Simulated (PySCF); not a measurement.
Excitation energy of Ru²⁺ by level of theory

Ru²⁺ [Kr] 4d6 (5D) → Ru²⁺ [Kr] 4d5 5p1 (7P), as a difference of total energies. Calculation: PySCF 2.14, in ANO-RCC-VTZP (7s6p4d2f1g, 68 functions); the spin-free X2C one-electron Hamiltonian (Gaussian nucleus). Correlated levels: valence: [Kr] frozen; valence and next inner shell: [Ar] 3d10 frozen. The calculations carry no spin-orbit coupling.

| method | excitation energy (cm⁻¹) |
| --- | --- |
| UHF | 68840 |
| LDA | 75631 |
| PBE | 75187 |
| PBE0 | 75652 |
| r2SCAN | 73894 |
| B3LYP | 77176 |
| BLYP | 76712 |
| B97-3 | 79609 |
| MP2 (valence) | 75390 |
| SCS-MP2 (valence) | 79537 |
| MP2 (valence and next inner shell) | 74222 |
| SCS-MP2 (valence and next inner shell) | 76419 |

A first-order spin-orbit estimate (lowest level to lowest level, LS coupling) adds 0.008 eV.

The basis was made for the ground configuration and has no added diffuse functions, so the excitation energy can come out too high.
